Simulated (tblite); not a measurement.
Start geometry of `C=C[C@@](F)(C#CC)C(F)F` from a force field or distance geometry (Å):
```
atom  x, y, z in Å
C1    -1.8762    1.6142   -0.1261
C2    -1.7433    0.3586    0.2403
C3    -0.7847   -0.6058   -0.3457
F4    -1.1020   -0.7664   -1.7087
C5     0.5556   -0.0576   -0.1840
C6     1.6857    0.3834   -0.0726
C7     3.0673    0.8958    0.0704
C8    -0.8914   -1.9860    0.2670
F9    -0.6315   -1.9897    1.6211
F10   -2.1310   -2.5237   -0.0424
H11   -2.6053    2.2616    0.3619
H12   -1.3014    2.0479   -0.9278
H13   -2.3779    0.0073    1.0784
H14    3.1205    1.9229   -0.3318
H15    3.7804    0.2596   -0.5142
H16    3.3477    0.7979    1.1408
H17   -0.1195   -2.6079   -0.2376
```

Task: What comes out of this run: tblite 0.8.0, GFN2-xTB geometry optimisation, gas phase?

Result: 
```
atom  x, y, z in Å
C1    -2.4951    1.3173   -0.2752
C2    -1.5797    0.5917    0.3346
C3    -0.6541   -0.3611   -0.3774
F4    -0.9094   -0.3791   -1.7439
C5     0.7377    0.0041   -0.1516
C6     1.8832    0.3187    0.0106
C7     3.2561    0.6997    0.2295
C8    -0.8808   -1.8141    0.1078
F9    -0.4404   -1.9650    1.3765
F10   -2.1937   -2.1276    0.1198
H11   -3.1393    1.9824    0.2725
H12   -2.6323    1.2720   -1.3426
H13   -1.4236    0.6180    1.4036
H14    3.3935    1.7482   -0.0315
H15    3.9152    0.0889   -0.3859
H16    3.5129    0.5556    1.2780
H17   -0.3573   -2.5377   -0.5356
```

The energy falls by 8.7 kcal/mol over 145 L-BFGS steps, the largest force on an atom goes from 2.09 to 0.009 eV/Å, and the atoms move by 0.604 Å rms after alignment. The bond that changes most is C6–C7 (alkyne carbon to propargylic carbon), which shortens by 0.039 Å. Bonds longer at the end by more than 0.005 Å: 2 of 16; shorter: 11. Among the angles that change most is F9–C8–F10, from 112.8° to 106.4°. Among the dihedrals that turn most is C1–C2–C3–C5, from 58° to 121°. Rotational constants go from 1676, 906.9, 753.5 to 1737, 919.9, 742.1 MHz. The orientation of the end geometry is arbitrary; only internal coordinates are fixed.

Hardware: an Arm Neoverse V1 with one thread, no GPU (shared host). Cost: 0.99 s of wall time.

Its GFN2-xTB frequencies are all real (lowest 19 cm⁻¹). The numbers are those of one conformer. 3 starts were optimised and ended at 0.00, 0.00 and 1.78 kcal/mol (GFN2-xTB); the lowest of these is shown.

These are computed values.
